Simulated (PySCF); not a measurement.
**Frontier levels across methods**

Compound: C2H7NSSi2.
Cartesian coordinates in Å at the PBE0-D3(BJ)/def2-SVP level; atoms count from 1:
```
atom  x, y, z in Å
C1    -2.8679    0.0973   -0.2779
S2    -1.4268   -0.7183   -1.0375
Si3    0.1874    0.2632   -0.0363
Si4    2.1017   -0.6920   -0.9952
C5     3.5739    0.0846   -0.1671
N6     4.4647    0.5957    0.3723
H7    -2.8627    1.1789   -0.4716
H8    -2.9092   -0.0911    0.8042
H9    -3.7577   -0.3424   -0.7483
H10    0.1780    0.0218    1.4399
H11    0.1890    1.7403   -0.2724
H12    2.1793   -2.1599   -0.7548
H13    2.2066   -0.3918   -2.4507
```

Basis pcSseg-1 throughout (PySCF), one geometry. Geometry: PBE0-D3(BJ)/def2-SVP, one conformer, isolated molecule.

Task: How do the orbital energies, the gap and the dipole change with the method?

Result: 
```csv
method,kind,HOMO (eV),LUMO (eV),gap (eV),μ (D),SCF cycles
BLYP,GGA,-5.99,-1.58,4.41,4.09,14
B97-D,GGA,-6.15,-1.65,4.50,4.09,15
PBE,GGA,-6.17,-1.77,4.40,4.09,14
OPBE,GGA,-6.18,-1.65,4.53,4.01,15
KT2,GGA,-6.25,-1.85,4.39,4.10,15
KT3,GGA,-6.25,-1.73,4.52,4.01,15
LDA,LDA,-6.25,-2.01,4.24,4.22,14
BP86,GGA,-6.28,-1.87,4.41,4.13,14
B3LYP,global hybrid,-7.14,-1.05,6.08,4.12,13
B97-2,global hybrid,-7.16,-0.92,6.24,4.10,13
PBE0,global hybrid,-7.39,-0.91,6.49,4.11,14
mPW1PW91,global hybrid,-7.42,-0.91,6.52,4.12,13
BHandHLYP,global hybrid,-8.46,0.11,8.57,4.14,12
CAM-B3LYP,range-separated hybrid,-8.67,0.23,8.91,4.07,13
wB97X-D,range-separated hybrid,-9.25,0.81,10.06,4.06,13
LC-wPBE,range-separated hybrid,-10.08,1.30,11.38,3.99,14
HF,Hartree–Fock,-10.18,2.48,12.66,4.18,11
```

The HOMO spans 4.19 eV, from BLYP down to HF, and the gap runs from 4.24 eV (LDA) to 12.66 eV (HF). Over the methods BLYP (0 %), B97-D (0 %), PBE (0 %), OPBE (0 %), KT2 (0 %), KT3 (0 %), LDA (0 %), BP86 (0 %), B3LYP (20 %), B97-2 (21 %), PBE0 (25 %), mPW1PW91 (25 %), BHandHLYP (50 %), HF (100 %), a straight line through the gap against the share of exact exchange rises by 0.83 eV for each 10 % (correlation coefficient 1.000). The dipole ranges from 3.99 D (LC-wPBE) to 4.22 D (LDA). This basis has no diffuse functions.
